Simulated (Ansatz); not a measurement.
Stepwise reaction of `BCl` with water, as a gas-phase model of exchange steps in deposition or etching. ΔE in kJ/mol; ΔG adds harmonic PBE0-D4 terms to CCSD(T)/CBS, at 1 bar.

Gas-phase electronic energies from Ansatz, PBE0-D4/def2-TZVP geometries. CCSD(T)/CBS adds triple-zeta CCSD(T) − MP2 to the extrapolated MP2 energy (def2 sets, frozen cores). This one scheme is used for every species. Functionals use def2-TZVPP. B3LYP here is the variant with VWN-RPA as its local correlation; programs differ in this. One conformer a species, not always the lowest.

```tsv
step	reaction	PBE-D4	B3LYP-D4	ωB97M-V	CCSD(T)/CBS	ΔG(600 K)
1	`BCl` + H₂O → `OBCl` + H₂	-132.3	-130.2	-130.2	-123.2	-116.8
2	`OBCl` + H₂O → `OB(O)Cl` + H₂	-100.9	-103.3	-104.3	-98.0	-90.3
```

**Question.** By hand: ΔE of the 2 steps together at CCSD(T)/CBS.

**Answer.** (-123.2) + (-98.0) = -221.2 kJ/mol, or -110.6 kJ/mol a step.

In ΔE each step is higher than the one before. All are downhill at CCSD(T)/CBS. ΔG lies between -116.8 and -90.3 kJ/mol a step. PBE-D4 differs from CCSD(T)/CBS by -9.1 to -2.9 kJ/mol a step. Isolated molecules leave out the surface, adducts and barriers. Largest T1 diagnostic: 0.012.
